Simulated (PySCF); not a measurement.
B₂Cl₃, SMILES ClB(Cl)[B]Cl, multiplicity 2. Atoms are numbered in the order given.

```xyz
5

Cl     0.0000     0.0000     2.7265
B      0.0000     0.0000     1.0391
B      0.0000     0.0000    -0.5566
Cl     0.0000    -1.5424    -1.4342
Cl     0.0000     1.5424    -1.4342
```
Charge 0, spin multiplicity 2.

Geometry: B3LYP-D3(BJ)/def2-SVP. The isomer is the one that the SMILES or the coordinates give; other isomers of the formula were not compared. One conformer was computed; it need not be the lowest.

Level of theory: ωB97X/def2-TZVP (PySCF).

ESP charges are fitted to the potential on shells at 1.4 to 2.0 van der Waals radii. Atomic charges (e):

```json
[
 {"atom": "Cl1", "ESP fit": "0.08", "meta-Löwdin": "0.09", "Mulliken": "0.02", "Löwdin": "0.73", "Mulliken spin": "0.05"},
 {"atom": "B2", "ESP fit": "0.10", "meta-Löwdin": "0.12", "Mulliken": "0.05", "Löwdin": "-0.55", "Mulliken spin": "0.69"},
 {"atom": "B3", "ESP fit": "-0.04", "meta-Löwdin": "-0.04", "Mulliken": "0.20", "Löwdin": "-1.32", "Mulliken spin": "0.18"},
 {"atom": "Cl4", "ESP fit": "-0.07", "meta-Löwdin": "-0.08", "Mulliken": "-0.14", "Löwdin": "0.57", "Mulliken spin": "0.04"},
 {"atom": "Cl5", "ESP fit": "-0.07", "meta-Löwdin": "-0.08", "Mulliken": "-0.14", "Löwdin": "0.57", "Mulliken spin": "0.04"}
]
```

Computed Mayer and Wiberg (Löwdin basis) orders of the bonds:
```
bond    Mayer  Wiberg
------  -----  ------
Cl1–B2   1.51    2.43
B2–B3    1.33    1.57
B3–Cl4   1.21    2.05
B3–Cl5   1.21    2.05
```
